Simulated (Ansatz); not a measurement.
Total energies of CH$_{4}$Cl$_{2}$Ge (`[CH3][GeH]([Cl])[Cl]`).

Z-matrix (Å, degrees):
```
C
Ge 1 1.931
H 1 1.090 2 109.6
H 1 1.090 2 109.6 3 120.4
H 1 1.090 2 109.1 3 -119.8
Cl 2 2.149 1 108.8 3 178.1
Cl 2 2.149 1 108.8 3 61.4
H 2 1.532 1 117.0 3 -60.2
```

Total charge 0; spin multiplicity 1. Correlated methods include outer-core shells of Ge, which these sets cover unevenly. Scalar relativity is left out up to krypton. The structure was optimised at the PBE0-D4/def2-TZVP level. Basis def2-TZVPP, Ansatz 0.2.0.

RPA on PBE orbitals: Hartree–Fock energy of these orbitals -3034.64999 Eh, correlation -1.31625 Eh (frozen core).

```csv
functional,kind,energy without D4 (Eh),D4 term (kJ/mol)
PBE,GGA,-3037.30659,-19.5
BLYP,GGA,-3038.07706,-41.9
r2SCAN,meta-GGA,-3037.96662,-4.6
B97M-V,meta-GGA with VV10,-3037.43779,–
PBE0,"global hybrid, 25 % exact exchange",-3037.44621,-16.7
B3LYP,"global hybrid, 20 %",-3038.13758,-31.8
r2SCANh,"meta-GGA hybrid, 10 %",-3037.95518,-5.0
r2SCAN0,"meta-GGA hybrid, 25 %",-3037.93934,-5.6
HSE06 (plane-wave form),screened hybrid,-3037.42878,-15.8
BHLYP,"global hybrid, 50 %",-3038.01416,-26.9
ωB97X-V,range-separated hybrid GGA with VV10,-3037.72379,–
ωB97M-V,range-separated hybrid meta-GGA with VV10,-3037.87191,–
B2PLYP,double hybrid,-3037.39266,–
PBE-QIDH,double hybrid,-3036.95114,–
```

(1) Give the same for LDA (SPW92), revPBE, CAM-B3LYP, LC-ωPBE. (Best estimate.)

B3LYP takes the VWN-RPA correlation (the form of Gaussian; ORCA's B3LYP/G). HSE06 is the plane-wave form, built on full-range PBE exchange. The double hybrids freeze the cores in their second-order part.

Answers

(1) The calculation gave: 
```
 functional                         kind  energy without D4 (Eh)  D4 term (kJ/mol)
LDA (SPW92)                          LDA             -3031.53390                 –
     revPBE                          GGA             -3037.71453             -51.1
  CAM-B3LYP       range-separated hybrid             -3038.18277             -17.3
    LC-ωPBE  long-range corrected hybrid             -3037.51406                 –
```

LC-ωPBE has ω = 0.4 bohr⁻¹.
